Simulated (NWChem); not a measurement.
NH$_{2}$SeF; SMILES N[Se]F

```xyz
5

Se     0.4010     0.0147     0.0000
F     -0.6402    -1.4426     0.0000
N     -0.7576     1.3481     0.0000
H     -1.2846     1.5240     0.8503
H     -1.2846     1.5240    -0.8503
```
Atoms are numbered in this order, from 1.

All runs use the structure optimised with PBE0/def2-SVP.

Symmetry labels are those of Cs in the frame above (b1 and b2, or b-type labels, depend on it).

Task: List the 6 lowest vertical singlet excitations from PBE/6-31G* (spherical d), TDA (NWChem).

Result: 
```tsv
state	energy (eV)	oscillator strength	symmetry	leading excitation (squared amplitude)
S1	3.82	0.000	a"	HOMO → LUMO (0.99)
S2	4.97	0.002	a"	HOMO → LUMO+1 (0.97)
S3	6.35	0.043	a'	HOMO−1 → LUMO (0.73)
S4	6.98	0.001	a'	HOMO−1 → LUMO+1 (0.55)
S5	7.18	0.000	a"	HOMO → LUMO+2 (0.98)
S6	7.37	0.050	a'	HOMO−2 → LUMO (0.32)
```
